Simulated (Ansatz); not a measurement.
The same substitution along the group F, Cl, Br, I.

Isolated molecules relaxed with PBE0-D4/def2-TZVP in Ansatz; ΔE leaves out vibrations. CBS: MP2 limit from def2 TZ/QZ plus the TZ coupled-cluster correction, frozen cores. This one scheme is used for every species. Functionals use def2-TZVPP. def2 core potentials past Kr. For Br, I outer-core shells are correlated without core-valence functions, which leaves a few kJ/mol of doubt a bond. Scalar relativity is left out up to krypton.

```csv
reaction,CCSD(T)/CBS(def2) (eV)
`CC(C)(C)F` + `[OH][AlH2]` → `CC(C)(C)[O][AlH2]` + H–F,0.14
`CC(C)(C)Cl` + `[OH][AlH2]` → `CC(C)(C)[O][AlH2]` + HCl,?
`CC(C)(C)Br` + `[OH][AlH2]` → `CC(C)(C)[O][AlH2]` + HBr,0.37
`CC(C)(C)I` + `[OH][AlH2]` → `CC(C)(C)[O][AlH2]` + HI,0.45
```

Fill in the missing values. (An estimate is asked.)

Ansatz gave: `CC(C)(C)Cl` + `[OH][AlH2]` → `CC(C)(C)[O][AlH2]` + HCl: +0.28 eV.

Largest T1 diagnostic: 0.012, for `[OH][AlH2]`.
